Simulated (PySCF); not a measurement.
Mapped SMILES: `[CH3:1][O:2][SiH2:3][CH2:4][C:5]([Cl:6])=[C:7]=[O:8]`. Hydrogens are named by the atom that carries them.

Computed data (PySCF 2.14.0 with density-fitted response routines): geometry from GFN2-xTB, shielding tensors at PBE0/pcSseg-1 (GIAO). Rapidly exchanging positions averaged, non-relativistic Hamiltonian, isolated molecule, a single conformation.

Scale: ¹³C (σ = 186.93 ppm), ¹H (σ = 31.72 ppm), ²⁹Si (σ = 349.16 ppm) against TMS; ¹⁷O (σ = 336.08 ppm) against H2O; HCl for ³⁵Cl (σ = 949.78 ppm) (reference shieldings calculated alike).

| atoms | nucleus | count | Hirshfeld charge | δ (ppm) |
| --- | --- | --- | --- | --- |
| O2 | ¹⁷O | 1 | -0.23 | -1.8 |
| H(C4) | ¹H | 2 | 0.05 | ? |
| C5 | ¹³C | 1 | -0.05 | ? |
| Si3 | ²⁹Si | 1 | 0.38 | -13.3 |
| O8 | ¹⁷O | 1 | -0.14 | 466.0 |
| H(C1) | ¹H | 3 | 0.05 | 3.81 |
| C7 | ¹³C | 1 | 0.18 | ? |
| Cl6 | ³⁵Cl | 1 | -0.01 | 60 |
| C4 | ¹³C | 1 | -0.16 | 16.7 |
| C1 | ¹³C | 1 | -0.03 | 54.3 |
| H(Si3) | ¹H | 2 | -0.09 | 5.03 |

Fill in the missing shifts.

Answers


- C7: 224.2 ppm, central carbon of a ketene
- C5: 62.4 ppm, terminal carbon of a ketene
- H(C4): 2.00 ppm, hydrogen on an allylic sp3 CH2 bonded to Si; allylic position

Carbons that carry Cl, above all several Cl atoms, come out too deshielded, partly because spin–orbit coupling is missing. Shifts are as computed. Against solution values, carbons near 30 ppm lie about +3 ppm off and those near 130 ppm about +5 ppm; carbons on Cl a further +6 ppm. Of 1309 compounds with measured shifts, 239 miss one by over three times the rms of a fit or turn the order of signals round; such compounds aren't used in these exercises. Unscaled 17O shifts of doubly bonded oxygen tend to come out too high, by tens of ppm or more. Experimental scales use liquid or dissolved standards, which lie at an offset from isolated H2O (liquid H2O: subtract about 36 ppm).
